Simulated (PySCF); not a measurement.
C₄H₁₀Si. Atoms are numbered in the order given.

```xyz
15

C      2.8719    -0.7160     0.1285
C      1.6145     0.0238     0.4526
C      0.3868    -0.5185     0.4916
C     -0.8828     0.2235     0.7734
Si    -1.9159     0.4736    -0.7976
H      3.5994    -0.6561     0.9571
H      2.6752    -1.7795    -0.0768
H      3.3754    -0.2856    -0.7550
H      1.7192     1.0962     0.6759
H      0.2820    -1.5899     0.2632
H     -0.6735     1.2163     1.2089
H     -1.5100    -0.3226     1.5020
H     -2.1791    -0.8447    -1.4522
H     -1.1794     1.3459    -1.7611
H     -3.2292     1.1125    -0.4713
```

Geometry: r2SCAN-D4/def2-SVP. The values are those of a single conformer.

Level of theory: B3LYP/def2-TZVP (PySCF).

ESP charges are fitted to the potential on shells at 1.4 to 2.0 van der Waals radii. Atomic charges (e):

```tsv
atom	IAO	Löwdin	ESP fit	Mulliken
C1	-0.41	-0.30	-0.46	-0.31
C2	-0.15	-0.20	0.04	-0.10
C3	-0.15	-0.20	-0.28	-0.13
C4	-0.53	-0.39	-0.32	-0.29
Si5	0.66	0.28	0.34	0.26
H6	0.14	0.12	0.13	0.11
H7	0.14	0.12	0.13	0.11
H8	0.14	0.12	0.14	0.11
H9	0.13	0.14	0.11	0.09
H10	0.13	0.14	0.18	0.10
H11	0.15	0.15	0.13	0.11
H12	0.15	0.15	0.14	0.11
H13	-0.13	-0.04	-0.09	-0.06
H14	-0.13	-0.04	-0.08	-0.06
H15	-0.14	-0.05	-0.10	-0.06
```

Q: Give the Mayer and Wiberg (Löwdin basis) orders of the bonds. (The exact figures need the calculation; the answer reports its results.)

A: 
```tsv
bond	Mayer	Wiberg
C1–C2	0.97	1.32
C2–C3	1.90	2.01
C3–C4	0.98	1.28
C4–Si5	0.96	1.14
C1–H6	0.96	0.89
C1–H7	0.98	0.90
C1–H8	0.96	0.89
C2–H9	0.95	0.83
C3–H10	0.94	0.82
C4–H11	0.95	0.84
C4–H12	0.94	0.84
Si5–H13	0.95	0.95
Si5–H14	0.95	0.96
Si5–H15	0.95	0.95
```
